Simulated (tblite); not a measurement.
C4H7F3Si.
Structure used (GFN2-xTB), in Å, numbered top down from 1:
```
atom  x, y, z in Å
C1    -2.0846    0.3006    0.5589
C2    -0.6861    0.7314    0.2868
F3    -0.5018    2.0660    0.4593
C4     0.3691    0.0005   -0.0673
C5     0.2056   -1.4777   -0.2830
F6    -0.7249   -1.7446   -1.2682
Si7    2.0466    0.8122   -0.3584
F8     3.1035   -0.4076   -0.3136
H9    -2.3948   -0.4683   -0.1428
H10   -2.7500    1.1568    0.4758
H11   -2.1637   -0.0996    1.5708
H12   -0.1549   -1.9811    0.6219
H13    1.1406   -1.9351   -0.6124
H14    2.4202    1.6800    0.7440
H15    2.1708    1.3743   -1.6938
```

All values are computed: GFN2-xTB (tblite) harmonic vibrations without scaling, gas phase. The method is semi-empirical: single wavenumbers can be off by several per cent or more. Modes of hydrogen on silicon can be 10 to 20 % off. One conformer, not necessarily the lowest. The optimisation stopped once no atom felt more than 0.01 eV/Å.

Lowest wavenumbers of the output (negative numbers stand for imaginary wavenumbers):
```
mode    cm-1
  1     -52.6
  2      30.2
  3      63.2
  4     123.4
  5     135.2
  6     167.1
  7     215.8
  8     265.0
  9     377.5
 10     411.0
```

**Question.** Is this structure a minimum?

**Answer.** Not by this Hessian. 1 mode is imaginary beyond 20i (53i cm⁻¹), so at this level the point lies at or near a first-order saddle. The curvature is small, so loose convergence or finite differences may be the whole cause.

**Question.** Which atoms move in the imaginary mode?

**Answer.** 53i: H11 (methyl hydrogen) 39 %, H10 (methyl hydrogen) 28 %, H9 (methyl hydrogen) 25 %. These are shares of the mass-weighted motion.

**Question.** What is the remedy?

**Answer.** Step along that mode in both directions, optimise again with tighter thresholds and repeat the frequencies. The zero-point energy of this point (62.7 kcal/mol) counts the 38 real modes alone, and thermal corrections from it aren't those of a minimum.

Hardware: one thread, Arm Neoverse V1 (aarch64), shared host with 32 logical CPUs at a one-minute load of 19. Cost: 0.49 s. This covers the Hessian and the dipole derivatives.
